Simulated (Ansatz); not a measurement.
Reaction (atomization): `C=C(F)/C(F)=C/F` → 4 C• + 3 F• + 3 H•

Gas-phase electronic energies from Ansatz, PBE0-D4/def2-TZVP geometries. CCSD(T)/CBS adds triple-zeta CCSD(T) − MP2 to the extrapolated MP2 energy (def2 sets, frozen cores). This one scheme is used for every species, atoms too. No spin–orbit coupling; open shells (•) take unrestricted orbitals. Spin–orbit coupling would lower the free atoms: a little for C, F. Each species was taken in one conformer, which may not be the lowest.

`C=C(F)/C(F)=C/F`:

Z-matrix (Å, degrees):
```
C
C 1 1.323
H 1 1.081 2 120.5
H 1 1.080 2 119.7 3 180.0
F 2 1.341 1 121.1 3 0.0
C 2 1.451 1 126.3 3 -180.0
F 6 1.331 2 115.0 1 0.0
C 6 1.330 2 124.3 1 180.0
F 8 1.325 6 121.4 2 -180.0
H 8 1.080 6 123.2 2 0.0
```

| species | HF/def2-TZVPP energy (Eh) |
| --- | --- |
| `C=C(F)/C(F)=C/F` | -451.65944 |
| C• | -37.69248 |
| F• | -99.41180 |
| H• | -0.49981 |

Q: Work out ΔE.

A: ΔE = 4 × (-37.69248) + 3 × (-99.41180) + 3 × (-0.49981) − (-451.65944) = 1.15469 Eh = +3031.6 kJ/mol. CCSD(T)/CBS gives +4314.6 kJ/mol.

Q: What do rigid-rotor, harmonic-oscillator terms from PBE0-D4/def2-TZVP frequencies (298.15 K, 1 bar) make of the CCSD(T)/CBS value? (Estimate.)

A: Computed: ΔZPE = -164.9 kJ/mol, ΔH = +4192.0 kJ/mol, ΔS = 1119 J/(mol·K), ΔG = +3858.4 kJ/mol. Open shells count their whole term as degenerate.

Largest T1 diagnostic among the species: 0.013.

From r2SCAN to r2SCAN0 (25 % exact exchange), in def2-TZVPP and without D4, ΔE moves by −123.5 kJ/mol: exact exchange takes away binding that semilocal exchange gives to molecules. At CCSD(T), def2-SVP lies −184.3 kJ/mol from the extrapolated value and def2-TZVPP −115.2 kJ/mol: correlation converges slowly with the basis, and small sets miss more of it in the bonded molecule than in its fragments.

For atomizations the MP2-based limit and the directly extrapolated one differ by several kJ/mol either way, and by 10 to 25 for some Ge, Se and Sn compounds, so smaller differences from it don't rank the levels.
